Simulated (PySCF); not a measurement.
Compound: C₂H₃BF₂S.
Atom-mapped SMILES: `[F:1][B:2]([F:3])[C@@H:4]1[CH2:5][S:6]1` (hydrogens: H7 on C4; H8, H9 on C5)

Computed by this run: PBE0-D3(BJ)/def2-SVP geometry optimisation, gas phase (PySCF); density fitting, grid level 1; the optimiser is geomeTRIC in internal coordinates, started from a GFN2-xTB structure with every atom displaced at random (about 0.01 Å).

Step 0: E = -19049.3675 eV
```
atom  x, y, z in Å  |  force x, y, z in eV/Å
F1      2.3138    1.1010    0.3930   -0.184   0.331   0.150
B2      1.3894    0.2320    0.0254    1.051   0.020  -0.142
F3      1.8675   -0.8686   -0.5037   -0.135  -0.587  -0.236
C4     -0.1015    0.4875    0.1974   -1.902  -0.369  -0.250
C5     -1.1334   -0.6143   -0.0021    0.366   1.135   0.371
S6     -1.0424    0.4952   -1.4032    0.312   0.013   0.115
H7     -0.4343    1.3103    0.8293    0.101   0.146   0.195
H8     -0.7463   -1.6047   -0.1685    0.153  -0.671  -0.107
H9     -2.0558   -0.5531    0.5968    0.239  -0.018  -0.096
```

Step 1: E = -19049.4322 eV
```
atom  x, y, z in Å  |  force x, y, z in eV/Å
F1      2.2937    1.1436    0.2531    0.060  -0.041  -0.011
B2      1.3745    0.2270    0.0189   -0.418   0.031   0.007
F3      1.7544   -0.9304   -0.4929    0.167   0.036   0.114
C4     -0.1420    0.4947    0.2896    0.261  -0.153  -0.156
C5     -1.0999   -0.6046    0.0033    0.319  -0.106   0.004
S6     -0.9030    0.5169   -1.3872   -0.115   0.099  -0.116
H7     -0.4625    1.3254    0.9254   -0.007  -0.033   0.060
H8     -0.6898   -1.6131   -0.1444   -0.063   0.116   0.012
H9     -2.0684   -0.5742    0.4986   -0.204   0.053   0.085
```

Step 2: E = -19049.4401 eV
```
atom  x, y, z in Å  |  force x, y, z in eV/Å
F1      2.2940    1.1548    0.2476   -0.100   0.221   0.030
B2      1.3794    0.2346    0.0086    0.089  -0.212   0.102
F3      1.8296   -0.9155   -0.4595   -0.147  -0.106  -0.022
C4     -0.1357    0.4712    0.2746    0.082   0.100  -0.104
C5     -1.1174   -0.6050    0.0014    0.113  -0.068   0.013
S6     -0.9274    0.5217   -1.3909   -0.053   0.041  -0.029
H7     -0.4476    1.2941    0.9252    0.011   0.007   0.033
H8     -0.7356   -1.6186   -0.1590   -0.019  -0.008  -0.013
H9     -2.0822   -0.5522    0.5165    0.025   0.025  -0.011
```

Question: Estimate the geometry and energy of step 3. (The exact step hangs on the optimiser's Hessian estimate; all steps are aligned on step 2, rigid shifts and turns removed.)

Answer: E = -19049.4474 eV, largest force 0.159 eV/Å
```
atom  x, y, z in Å  |  force x, y, z in eV/Å
F1      2.2749    1.1674    0.2385    0.032  -0.013  -0.052
B2      1.3769    0.2267    0.0103    0.055  -0.064   0.080
F3      1.8084   -0.9404   -0.4338    0.007   0.058   0.020
C4     -0.1306    0.4765    0.2690   -0.105   0.075  -0.092
C5     -1.1045   -0.6039   -0.0033   -0.124   0.003   0.065
S6     -0.9392    0.5351   -1.3908    0.029   0.008   0.037
H7     -0.4400    1.2942    0.9284    0.013  -0.013   0.014
H8     -0.7216   -1.6137   -0.1750    0.010  -0.047  -0.015
H9     -2.0672   -0.5567    0.5211    0.084  -0.009  -0.054
```

The energy changes by -0.0072 eV. The first-order estimate −F·Δx gives -0.0155 eV and the mean of the old and new forces, exact on a quadratic surface, -0.0071 eV. The step makes an angle of 57° with the force vector and moves no atom by more than 0.042 Å.

What follows is the cost of the whole optimisation. Time: 40 s of wall time; peak memory 0.42 GiB. Hardware: one thread, Arm Neoverse V2 (aarch64), no GPU, shared host.
